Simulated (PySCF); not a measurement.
**Lu⁵⁶⁺: ionisation energy**

Lu⁵⁶⁺ [Ne] 3s2 3p3 (4S) → Lu⁵⁷⁺ [Ne] 3s2 3p2 (3P), as a difference of total energies. All numbers are calculated (PySCF 2.14, the spin-free X2C one-electron Hamiltonian (Gaussian nucleus), in an even-tempered Gaussian basis (17 s from 15 bohr⁻², ratio 2.5; 12 p from 19 bohr⁻², ratio 2.5; 4 d from 74 bohr⁻², ratio 2.7; 4 f from 110 bohr⁻², ratio 2.7)). Correlated levels: outer shells: 1s2 frozen; virtual orbitals above 40 to 60 times the deepest correlated orbital energy dropped. The calculations carry no spin-orbit coupling.

```tsv
method	ionisation energy (eV)
UHF	5636.0
MP2 (outer shells)	5636.6
SCS-MP2 (outer shells)	5636.3
CCSD (outer shells)	5636.5
CCSD(T) (outer shells)	5636.5
```

Spin-orbit coupling is strong in these open shells (close to jj coupling). The scalar numbers leave it out and a first-order estimate fails, so it can dominate the gap to the real levels.

The ground level that NIST lists for one species does not belong to the high-spin term computed here, so part of any gap is the choice of state.

Breit and QED terms and the two-electron picture change are absent.

For comparison: 5525 ± 5 eV (theoretical estimate listed by NIST; NIST Atomic Spectra Database, ionization energies).
